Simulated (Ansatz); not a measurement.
One geometry of Si₇Au, several levels of theory.

```yaml
crystal:
  periodic: [false, false, false]
  atoms:
    - {symbol: Au, position_ang: [1.802599, 0.429448, -1.170440]}
    - {symbol: Si, position_ang: [-1.623005, 1.676592, -0.581610]}
    - {symbol: Si, position_ang: [-1.099738, -0.265211, 0.859339]}
    - {symbol: Si, position_ang: [1.112396, -1.338912, 0.487036]}
    - {symbol: Si, position_ang: [0.683204, 0.073071, 2.397857]}
    - {symbol: Si, position_ang: [-0.784047, -2.160584, -0.703470]}
    - {symbol: Si, position_ang: [-0.549491, -0.061531, -1.872150]}
    - {symbol: Si, position_ang: [0.458092, 1.647128, 0.583417]}
basis:
  gaussian: {orbitals: def2-TZVP, initial_orbitals: start.molden}
magnetization: {spin_polarized: true, initial_magnetization: 1}
hamiltonian: {xc: {name: CAM-B3LYP}, dispersion: d4}
scf: {omitted_lower_state_checks: [starts]}
output: {orbitals: {seedname: orbitals}}
```

The file start.molden holds the orbitals of an earlier run on this structure, at another level or in another basis.

```sh
$ ansatz run in.yaml --threads 6 --pin off --events-out ev --progress --plain --max-ram 7833MiB
```

Shortened log:

```
Functional definition: CAM-B3LYP
2206 factors; their error is unknown
524 factors; integrals over basis functions are off by at most 1.3e-5 eV
mean field evaluation 1: about -58834.8589 eV, gradient 7.1e0 eV
mean field evaluation 2: about -58835.0401 eV, gradient 2.2e-1 eV
mean field evaluation 4: about -58835.2267 eV, gradient 2.2e-3 eV
mean field -58835.22671775 eV, -2162.1547019283 hartree, gradient 2.2e-5 eV, S^2 0.770232; 0 other end points of the search recorded, 0 dependent functions left out
reference -58835.22684659 eV, -2162.1547066631 hartree; 59, 58 occupied and 240, 241 virtual orbitals, 2206 factors
Total energy: -58836.08336524 eV, -2162.1861831431 hartree
Checks for a lower state left out: starts
```

Run time 42 s (6 threads of Intel Xeon on a shared host), peak host memory 2.1 GiB.

Geometry: PBE0-D4/def2-SVP.

In the def2 sets Au takes a core potential; there is no spin–orbit coupling. The structure comes from a short search, and lower isomers may exist.
